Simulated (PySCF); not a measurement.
CH₆ClGeN, SMILES [CH3][Ge@H]([NH2])[Cl].

The structure is a stationary point at ωB97X-D3(BJ)/def2-SVP. The structure was generated by enumeration; whether it is a known compound was not checked. One conformer was computed; it need not be the lowest.

Computed with TDDFT-PBE/def2-SVPD (PySCF).

Vertical excitations. Gas-phase values at a fixed geometry.

**Question.** Give excitation energies, oscillator strengths and character. (An estimate is asked for; the answer gives what the named calculation found.)

**Answer.** 
```
state  energy (eV)  λ (nm)      f                                                main pairs
-----  -----------  ------  -----  --------------------------------------------------------
S1            6.08     204  0.042                          HOMO→LUMO+1 80 %, HOMO→LUMO 18 %
S2            6.22     199  0.055        HOMO→LUMO 66 %, HOMO→LUMO+1 18 %, HOMO→LUMO+2 12 %
S3            6.53     190  0.024                                          HOMO→LUMO+2 86 %
S4            6.68     186  0.027                      HOMO−1→LUMO 64 %, HOMO−1→LUMO+1 35 %
S5            6.83     181  0.013                      HOMO−1→LUMO+1 64 %, HOMO−1→LUMO 34 %
S6            6.93     179  0.009                                          HOMO→LUMO+3 91 %
S7            7.01     177  0.055                      HOMO−2→LUMO 76 %, HOMO−2→LUMO+1 17 %
S8            7.17     173  0.030  HOMO−2→LUMO+1 62 %, HOMO−1→LUMO+2 19 %, HOMO−2→LUMO 14 %
S9            7.26     171  0.041                    HOMO−1→LUMO+2 75 %, HOMO−2→LUMO+1 13 %
S10           7.53     165  0.010                                        HOMO−2→LUMO+2 90 %
T1            5.59     222      0                                            HOMO→LUMO 99 %
T2            5.87     211      0                                          HOMO→LUMO+1 99 %
T3            6.33     196      0                                          HOMO−1→LUMO 93 %
T4            6.41     194      0                                          HOMO→LUMO+2 98 %
```
Triplets are in the Tamm–Dancoff approximation, which puts them higher than full response would, so one can lie above its singlet here.
